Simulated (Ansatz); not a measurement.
Consider the cleavage of the B–B bond: `BBBr` + NH₃ → `NBBr` + BH₃.

Gas-phase electronic energies from Ansatz, PBE0-D4/def2-TZVP geometries. CCSD(T)/CBS is the MP2 limit (def2-TZVPP, def2-QZVPP) plus CCSD(T) − MP2 in def2-TZVPP, frozen cores. This one scheme is used for every species. For Br outer-core shells are correlated without core-valence functions, which leaves a few kJ/mol of doubt a bond. Scalar relativity is left out up to krypton. One conformer a species, not always the lowest.

```
species  SCS-MP2/def2-TZVPP energy (Eh)
 `BBBr`                     -2624.00266
    NH₃                       -56.45777
 `NBBr`                     -2653.99001
    BH₃                       -26.52681
```

Problem. Work out ΔE.

Solution. ΔE = (-2653.99001) + (-26.52681) − (-2624.00266) − (-56.45777) = -0.05639 Eh = -1.53 eV. CCSD(T)/CBS gives -1.43 eV.

Problem. What do rigid-rotor, harmonic-oscillator terms from PBE0-D4/def2-TZVP frequencies (298.15 K, 1 bar) make of the CCSD(T)/CBS value? (Estimate.)

Solution. The calculation gave: ΔZPE = 0.00 eV, ΔH = -1.44 eV, ΔS = -17 J/(mol·K), ΔG = -1.39 eV.

Largest T1 diagnostic among the species: 0.011.

From BLYP to BHLYP (50 % exact exchange), in def2-TZVPP and without D4, ΔE moves by −0.11 eV. Leaving LDA and LC-ωPBE aside and taking each functional with its dispersion term where it has one, the values, not all of them listed here, spread over 0.18 eV, from CAM-B3LYP-D4 to revPBE-D4. LDA lies −0.08 eV from PBE without D4. At CCSD(T), def2-SVP lies −0.22 eV from the extrapolated value and def2-TZVPP −0.03 eV.
